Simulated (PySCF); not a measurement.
This script is equivalent to a calculation on O⁺ (oxygen, charge +1).

```python
from pyscf import gto, scf, dft, mp, cc
import basis_set_exchange as bse
mol = gto.M(atom="O 0 0 0", charge=1, spin=3, symmetry="D2h",
            basis=gto.basis.parse(bse.get_basis("dyall-av2z", elements=["O"], fmt="nwchem")))
mf = dft.UKS(mol, xc="B3LYP")
mf.irrep_nelec = {'Ag': (2, 2), 'B1u': (1, 0), 'B2u': (1, 0), 'B3u': (1, 0)}
mf.kernel()
```

**Question.** What total energy does it give?

**Answer.** -74.578 hartree (calculated).

**Question.** Which occupied shell lies highest, and where?

**Answer.** 2p α, at -28.435 eV.

**Question.** What is ⟨S²⟩, and what would a pure spin state give?

**Answer.** 3.752, against 3.75.
